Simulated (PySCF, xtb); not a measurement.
Al(Me)2(H) (C2H7Al), SMILES [CH3][AlH][CH3].

Harmonic wavenumbers (cm⁻¹) from xtb with GFN2-xTB at its own minimum, in rising order: 36, 61, 120, 340, 385, 465, 514, 610, 638, 663, 727, 1300, 1302, 1443, 1449, 1453, 1456, 1741, 2907, 2910, 2911, 2915, 2924, 2927.

Problem. What does ωB97X-D3(BJ)/def2-SVP (PySCF 2.14.0) give at its own minimum? (The exact figures need the calculation; the answer reports its results.)

Solution. 22, 34, 179, 389, 513, 535, 573, 687, 718, 747, 796, 1231, 1232, 1430, 1435, 1438, 1440, 1924, 3047, 3047, 3131, 3132, 3157, 3158. Paired by order, the mean absolute difference is 95 cm⁻¹ and the zero-point energies are 46.0 and 48.6 kcal/mol.
